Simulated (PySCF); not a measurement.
**Computed properties of BF₂H₃O₂Si, SMILES OB([SiH](F)F)O**

BF₂H₃O₂Si, SMILES OB(O)[SiH](F)F. The structure is a stationary point at B3LYP-D3(BJ)/def2-SVP. This is a generated structure with no PubChem entry under its InChIKey; it may be hypothetical. Other conformers were not sampled. All values are computed for the isolated molecule unless a solvent is named; none is compared with measurement here.

**Structure.** All 21 harmonic modes at B3LYP-D3(BJ)/def2-SVP (PySCF) are real, so it is a minimum. With heavy atoms numbered as in [SiH:1]([F:2])([F:3])[B:4]([OH:5])[OH:6], the shortest bond between them is B4–O6 at 1.354 Å and the longest Si1–B4 at 2.023 Å.

**Vibrations.** The strongest infrared lines (harmonic, unscaled, degenerate partners summed) lie at 867 cm⁻¹ (249 km/mol, H 34 %, Si 34 %, F 27 %), 1458 cm⁻¹ (243 km/mol, B 71 %, O 25 %), 936 cm⁻¹ (230 km/mol, Si 47 %, F 38 %, H 14 %). The softest mode is at 50 cm⁻¹ and the zero-point energy is 31.1 kcal/mol.

**Electronic structure.** M06-2X/def2-TZVP (PySCF) places the frontier levels at -9.98 and -0.06 eV, a gap of 9.92 eV, and gives a dipole moment of 2.07 D and a mean polarisability of 42.9 bohr³. PBE/def2-TZVP (PySCF) at the same geometry gives -7.21 and -1.81 eV, so its gap is 4.52 eV narrower. An orbital gap is neither the optical nor the fundamental gap.

**Excitations.** TDA-M06-2X/def2-SVPD (PySCF) has S1 at 6.53 eV (190 nm, f = 0.039, weak); the most intense of the 10 singlets computed lies at 8.71 eV (f = 0.09). T1 (TDA) is at 5.56 eV, 0.97 eV under S1. TDA-PBE/def2-SVPD (PySCF) puts S1 at 5.91 eV. No vertical singlet excitation falls in the visible range (under 3.1 eV).

**NMR.** GIAO shifts at B3LYP/pcSseg-1 (PySCF) (non-relativistic, atoms alike by connectivity averaged): ¹H from 5.2 to 5.4 ppm against TMS; ²⁹Si at -1.3 ppm against TMS; ¹⁹F at -170.8 ppm against CFCl3; ¹¹B at 15.7 ppm against BF3.
